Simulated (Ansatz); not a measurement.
Isolated molecules relaxed with PBE0-D4/def2-TZVP in Ansatz; ΔE leaves out vibrations. CBS: MP2 limit from def2 TZ/QZ plus the TZ coupled-cluster correction, frozen cores. This one scheme is used for every species. DFT in def2-TZVPP. For Ge outer-core shells are correlated without core-valence functions, which leaves a few kJ/mol of doubt a bond. Scalar relativity is left out up to krypton. Each species was taken in one conformer, which may not be the lowest.

`[F][GeH2][CH2]Cl` + `ClCCl` → `ClCC(Cl)Cl` + `[F][GeH3]`  (formal exchange of groups at a C–Ge bond)

| level | ΔE (kJ/mol) |
| --- | --- |
| PBE-D4 | 11.0 |
| PBE0-D4 | 10.9 |
| CCSD(T)/def2-TZVPP | 10.3 |
| HF/def2-QZVPP | 15.4 |

Q: What does CCSD(T)/CBS give? (Best estimate.)

A: Computed: +11.7 kJ/mol. The listed levels differ from it by -0.7, -0.8, -1.4, 3.7 kJ/mol.

Largest T1 diagnostic among the species: 0.012.

The D4 term adds −4.9 kJ/mol with B3LYP and −2.6 kJ/mol with PBE0; it sums over pairs of atoms, weighted by their polarisabilities, and B3LYP, whose exchange is more repulsive, gets the larger term. In def2-TZVPP, CCSD(T) changes the Hartree–Fock value by −5.2 kJ/mol (the triples alone add −2.1 kJ/mol) and MP2 by −8.1 kJ/mol.

B3LYP here is the variant with VWN-RPA as its local correlation; programs differ in this.
